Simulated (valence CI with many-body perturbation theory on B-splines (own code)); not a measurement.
Values are calculated unless marked as measured or tabulated.
Hyperfine factors and g values of Re XXXV

Method: configuration interaction combined with many-body perturbation theory (CI+MBPT): five valence electrons over a frozen Dirac-Fock core [Kr], radial functions for each j: 7 s, 7 p, 8 d, 6 f, 4 g, 1 h, with the one-electron correlation potential Σ1 (screened to all orders), the two-electron term Σ2, the three-electron term Σ3, Breit, model QED; selected single and double excitations, second order for the rest, scaled by the run's own slope (own B-spline code, finite nucleus).

No measured spectrum was set against this ion. As an estimate, large intervals hold to a few tenths of a per cent, small ones and those within an open d or f shell to about a per cent. The list stops below the first excitations out of the core.

A/g_I is the dipole constant over the nuclear g factor μ/I (μ in nuclear magnetons, uniformly magnetised nucleus), B/Q the quadrupole constant per barn. Both hold the static response of the core; the bare values leave it out. Large factors of s and p1/2 electrons are usually good to 5 to 10 %; those of open d and f shells near neutrality can be off by tens of per cent, and small factors of p3/2, d and f electrons come from cancelling terms and can be off by a factor of two or in sign, in half-filled shells by more. B is blank for J = 1/2, where it vanishes, and for nearly pure S terms. Energies count from the lowest level.

Levels are named by their leading jj configuration (3d3/2^4 stands for four electrons in 3d with j = 3/2), which in mixed levels can hold well under half, so a name can repeat and another be missing. Letters in brackets count levels of one name in rising energy.

```csv
Level,E (cm⁻¹),g,A/g_I (MHz),A/g_I bare,B/Q (MHz/b),B/Q bare
(4d3/2^4 4d5/2) J=5/2,0,1.356,8030,8720,16500,15800
(4d3/2^3 4d5/2^2) J=5/2 [a],112420,1.338,5110,5760,7610,7290
(4d3/2^3 4d5/2^2) J=7/2 [a],150440,1.163,10900,11100,21100,20300
(4d3/2^3 4d5/2^2) J=3/2 [a],154580,1.189,13600,13800,16600,16000
(4d3/2^3 4d5/2^2) J=11/2,158350,1.116,14200,14300,-805,-878
(4d3/2^3 4d5/2^2) J=9/2,170940,1.143,12600,12800,20000,19200
(4d3/2^3 4d5/2^2) J=5/2 [b],179450,1.138,13200,13300,53.4,78.3
(4d3/2^3 4d5/2^2) J=1/2,186880,1.806,-8240,-6330,,
(4d3/2^3 4d5/2^2) J=7/2 [b],194870,1.084,15600,15600,-22100,-21300
(4d3/2^3 4d5/2^2) J=3/2 [b],240200,0.788,25300,24500,-20000,-19200
(4d3/2^2 4d5/2^3) J=5/2 [a],261920,1.281,4690,5200,1240,1200
(4d3/2^2 4d5/2^3) J=7/2 [a],286090,1.216,9320,9650,-1590,-1540
(4d3/2^2 4d5/2^3) J=11/2,291410,1.088,14100,14100,517,513
(4d3/2^2 4d5/2^3) J=9/2 [a],296350,1.146,12000,12200,-2720,-2630
(4d3/2^2 4d5/2^3) J=1/2 [a],304930,0.519,38600,37100,,
(4d3/2^2 4d5/2^3) J=13/2,309930,1.073,15100,15000,-6.54,6.55
(4d3/2^2 4d5/2^3) J=3/2 [a],312170,1.183,11600,11900,685,643
(4d3/2^2 4d5/2^3) J=5/2 [b],315740,1.019,16800,16600,-2980,-2850
(4d3/2^2 4d5/2^3) J=9/2 [b],335060,1.108,13600,13700,836,808
(4d3/2^2 4d5/2^3) J=7/2 [b],340700,0.988,18600,18300,-1070,-1030
(4d3/2^2 4d5/2^3) J=5/2 [c],344820,1.049,15700,15600,2920,2790
(4d3/2^2 4d5/2^3) J=3/2 [b],348970,0.848,23200,22600,1760,1730
(4d3/2^2 4d5/2^3) J=1/2 [b],364510,1.792,-9870,-8000,,
(4d3/2^2 4d5/2^3) J=7/2 [c],366750,1.042,16700,16600,1400,1340
(4d3/2^2 4d5/2^3) J=9/2 [c],391670,1.105,13700,13800,9040,8750
(4d3/2 4d5/2^4) J=5/2 [a],433630,1.281,7630,8130,-6550,-6280
(4d3/2^2 4d5/2^3) J=3/2 [c],435430,1.188,11000,11200,-7040,-6810
(4d3/2^2 4d5/2^3) J=5/2 [d],447890,1.125,9710,9810,4450,4320
(4d3/2 4d5/2^4) J=7/2 [a],464320,1.190,10400,10600,-24900,-24000
(4d3/2 4d5/2^4) J=11/2,473150,1.072,14700,14600,397,500
(4d3/2 4d5/2^4) J=3/2 [a],473820,0.969,16000,15700,-17700,-17100
(4d3/2 4d5/2^4) J=9/2,493160,1.115,12900,13000,-27100,-26100
(4d3/2 4d5/2^4) J=5/2 [b],506260,1.112,13100,13200,3530,3400
(4d3/2 4d5/2^4) J=7/2 [b],515570,1.003,16800,16600,27100,26200
(4d3/2 4d5/2^4) J=1/2,539720,1.203,-2930,-2600,,
(4d3/2 4d5/2^4) J=3/2 [b],587740,0.871,24600,24000,25800,24900
(4d5/2^5) J=5/2,642410,1.153,10300,10500,-26700,-25700
```

Question: Take the isotope of mass number 187, with I = 5/2, μ = 3.209 μN and Q = 1.94 b. What is the hyperfine structure of (4d3/2^3 4d5/2^2) J=9/2?

Answer: From the table A = 16200 MHz, B = 38800 MHz. Shifts from the centre of gravity in MHz: F = 2: -205000, F = 3: -168000, F = 4: -114000, F = 5: -39700, F = 6: 60400, F = 7: 192000.
